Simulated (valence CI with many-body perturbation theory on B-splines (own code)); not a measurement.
Values are calculated unless marked as measured or tabulated.
## Pb LXIX: magnetic and hyperfine properties of the levels

Method: configuration interaction combined with many-body perturbation theory (CI+MBPT): four valence electrons over a frozen Dirac-Fock core [Ne], a basis of 11 s, 11 p, 9 d, 7 f, 5 g, 2 h, 1 i functions for each j, with the one-electron correlation potential Σ1 (screened to all orders), the two-electron term Σ2, the three-electron term Σ3, Breit, model QED; selected single and double excitations, second order for the rest (own B-spline code, finite nucleus).

No measured spectrum was set against this ion. As an estimate, large intervals hold to a few tenths of a per cent, small ones and those within an open d or f shell to about a per cent.

A/g_I is the dipole constant over the nuclear g factor μ/I (μ in nuclear magnetons, uniformly magnetised nucleus), B/Q the quadrupole constant per barn. Both hold the static response of the core; the bare values leave it out. Large factors of s and p1/2 electrons are usually good to 5 to 10 %; those of open d and f shells near neutrality can be off by tens of per cent, and small factors of p3/2, d and f electrons come from cancelling terms and can be off by a factor of two or in sign, in half-filled shells by more. B is blank for J = 1/2, where it vanishes, and for nearly pure S terms. Energies count from the lowest level. Levels with J = 0 are left out.

Levels are named by their leading jj configuration (3d3/2^4 stands for four electrons in 3d with j = 3/2), which in mixed levels can hold well under half, so a name can repeat and another be missing. Letters in brackets count levels of one name in rising energy.

| Level | E (× 10³ cm⁻¹) | g | A/g_I (MHz) | A/g_I bare | B/Q (MHz/b) | B/Q bare |
| --- | --- | --- | --- | --- | --- | --- |
| (3s^2 3p1/2 3p3/2) J=1 | 4652.6 | 1.486 | -424000 | -412000 | 318000 | 314000 |
| (3s^2 3p1/2 3p3/2) J=2 | 4736.1 | 1.155 | 1040000 | 1030000 | 601000 | 594000 |
| (3s 3p1/2^2 3p3/2) J=2 | 6268.8 | 1.505 | 2560000 | 2520000 | 602000 | 595000 |
| (3s 3p1/2^2 3p3/2) J=1 | 6509.6 | 1.047 | -1720000 | -1680000 | 307000 | 304000 |
| (3s^2 3p1/2 3d3/2) J=2 | 6674.4 | 0.750 | 945000 | 935000 | 130000 | 132000 |
| (3s^2 3p1/2 3d3/2) J=1 | 7097.6 | 0.886 | -892000 | -867000 | 111000 | 111000 |
| (3s^2 3p1/2 3d5/2) J=2 | 7913.2 | 1.278 | -411000 | -399000 | 97000 | 99100 |
| (3s^2 3p1/2 3d5/2) J=3 | 7928.3 | 1.098 | 595000 | 589000 | 105000 | 108000 |
| (3s 3p1/2^2 3d3/2) J=1 | 8331.3 | 0.451 | -2170000 | -2120000 | 54900 | 56400 |
| (3s 3p1/2^2 3d3/2) J=2 | 8400.5 | 1.111 | 2470000 | 2430000 | 106000 | 109000 |
| (3s^2 3p3/2^2) J=2 | 9456.1 | 1.310 | 313000 | 312000 | 33500 | 33100 |
| (3s 3p1/2^2 3d5/2) J=3 | 9525.9 | 1.334 | 1630000 | 1610000 | 102000 | 105000 |
| (3s 3p1/2^2 3d5/2) J=2 | 9655.0 | 1.029 | -1480000 | -1450000 | 81000 | 83600 |
| (3s 3p1/2 3p3/2^2) J=2 [a] | 10827 | 1.526 | 1600000 | 1580000 | 96700 | 95500 |
| (3s 3p1/2 3p3/2^2) J=3 | 11003 | 1.308 | 2240000 | 2200000 | 25900 | 25700 |
| (3s 3p1/2 3p3/2^2) J=2 [b] | 11230 | 1.085 | 265000 | 266000 | -22400 | -21900 |
| (3s 3p1/2 3p3/2^2) J=1 [a] | 11242 | 1.263 | 1680000 | 1660000 | -426000 | -421000 |
| (3s 3p1/2 3p3/2^2) J=1 [b] | 11351 | 1.329 | 1740000 | 1710000 | 349000 | 345000 |
| (3s^2 3p3/2 3d3/2) J=3 | 11669 | 1.072 | 303000 | 303000 | 705000 | 701000 |
| (3s^2 3p3/2 3d3/2) J=1 | 11731 | 1.114 | 390000 | 388000 | -315000 | -313000 |
| (3s^2 3p3/2 3d3/2) J=2 | 11732 | 1.054 | -4980 | 1630 | -41600 | -41200 |
| (3s^2 3p3/2 3d5/2) J=4 | 12505 | 1.234 | 158000 | 160000 | 772000 | 767000 |
| (3s^2 3p3/2 3d5/2) J=2 | 12600 | 1.216 | 103000 | 107000 | -410000 | -404000 |
| (3s 3p1/2 3p3/2 3d3/2) J=2 [a] | 12721 | 1.140 | 630000 | 625000 | -23600 | -23300 |
| (3s^2 3p3/2 3d5/2) J=3 | 12794 | 1.204 | 175000 | 176000 | -33300 | -30200 |
| (3s 3p1/2 3p3/2 3d3/2) J=1 [a] | 12799 | 1.115 | 896000 | 886000 | -289000 | -287000 |
| (3s 3p1/2 3p3/2 3d3/2) J=3 [a] | 12852 | 1.119 | 1450000 | 1430000 | 222000 | 221000 |
| (3s^2 3p3/2 3d5/2) J=1 | 12893 | 1.070 | -49400 | -43100 | 103000 | 104000 |
| (3p1/2^2 3p3/2^2) J=2 | 12925 | 1.206 | 891000 | 881000 | -49100 | -49200 |
| (3s 3p1/2 3p3/2 3d3/2) J=4 | 13012 | 1.143 | 1750000 | 1720000 | 635000 | 631000 |
| (3s 3p1/2 3p3/2 3d3/2) J=2 [b] | 13136 | 0.908 | 1110000 | 1090000 | -217000 | -214000 |
| (3s 3p1/2 3p3/2 3d3/2) J=3 [b] | 13204 | 1.226 | 1460000 | 1440000 | 542000 | 537000 |
| (3s 3p1/2 3p3/2 3d3/2) J=1 [b] | 13245 | 1.642 | 3660000 | 3600000 | 218000 | 216000 |
| (3s 3p1/2 3p3/2 3d3/2) J=2 [c] | 13277 | 1.341 | 1440000 | 1420000 | 226000 | 221000 |

(1) Take the isotope of mass number 207, with I = 1/2, μ = 0.5906 μN. What is the hyperfine structure of (3s 3p1/2^2 3p3/2) J=2?

## Answers

(1) From the table A = 3020000 MHz. Shifts from the centre of gravity in MHz: F = 3/2: -4530000, F = 5/2: 3020000.
